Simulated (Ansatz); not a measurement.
The lowest singlet and triplet of P2 (SMILES P#P); geometries from B3LYP-D3(BJ)/def2-TZVP, each state relaxed from the structure named, with no frequency check.
Singlet at the triplet's geometry (charge 0, multiplicity 1):
```xyz
2

P      0.00000     0.00000    -1.03509
P      0.00000     0.00000     1.03509
```

A positive gap puts the triplet lower; no zero-point energy. U- takes an unrestricted singlet (broken symmetry where lower, unprojected). The triplet is unrestricted in single-reference levels.

Run with Ansatz (a program for electronic structure). Values without a source in brackets are computed.

Problem. Give the gap E(singlet) − E(triplet), vertical, at the triplet's geometry at the level U-r2SCAN/def2-TZVPP.

Solution. -42.7 kcal/mol

Problem. Predict the gap E(singlet) − E(triplet), vertical, at the triplet's geometry from U-B3LYP/def2-TZVPP.

Solution. -44.3 kcal/mol

Problem. What gap E(singlet) − E(triplet), vertical, at the triplet's geometry does U-wB97M-V/def2-TZVPP give?

Solution. -46.2 kcal/mol
